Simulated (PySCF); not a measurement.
Molecule: `C=CP(=O)(C=C)C=C`, C6H9OP.

Mapped SMILES: `[CH2:1]=[CH:2][P:3](=[O:4])([CH:5]=[CH2:6])[CH:7]=[CH2:8]` (H(Xn): hydrogen on atom n). Ha(C1), Ha(C6), Ha(C8) are cis to P3; Hb(C1), Hb(C6), Hb(C8) are trans to P3.

Geometry PBE0-D3(BJ)/def2-SVP throughout; GIAO in PySCF, gas phase, one conformer, non-relativistic; equivalent atoms averaged; functional PBE0.

**Question.** How do the absolute shieldings σ depend on the basis set? (ppm; last column core-seconds on 1 thread of an Intel Xeon Platinum 8259CL, shared host)

**Answer.** 
```csv
basis set,functions,C1/C6/C8,C2/C5/C7,P3,O4,Ha(C1)/Ha(C6)/Ha(C8),Hb(C1)/Hb(C6)/Hb(C8),H(C2)/H(C5)/H(C7),core-s
pcSseg-0,94,45.9,52.9,338.2,327.7,25.66,26.17,26.46,16
cc-pVDZ,161,62.4,65.0,394.1,307.4,24.40,25.06,25.13,36
def2-SVP,161,59.7,63.0,388.5,308.7,24.60,25.16,25.22,35
aug-cc-pVDZ,269,61.8,61.4,392.0,302.7,24.38,25.00,24.85,81
def2-TZVP,308,45.4,47.7,290.0,285.5,24.53,25.16,24.97,91
```

**Question.** Which nucleus moves most, in ppm?

**Answer.** P3 (phosphorus bonded to 3 C, O): from 290.0 ppm with def2-TZVP to 394.1 ppm with cc-pVDZ. The smallest spread is 1.17 ppm, at Hb(C1)/Hb(C6)/Hb(C8). Proton shifts span only some 12 ppm, so a few tenths of a ppm matter as much there as several ppm in carbon.

**Question.** Taking the largest basis, def2-TZVP (308 functions), as the yardstick, rank the others by their worst heavy-atom deviation.

**Answer.** pcSseg-0 48.2 ppm (94 functions), def2-SVP 98.4 ppm (161 functions), aug-cc-pVDZ 102.0 ppm (269 functions), cc-pVDZ 104.0 ppm (161 functions).

A small basis that lands close on one nucleus may do so by chance; judge by the trend and by all nuclei.
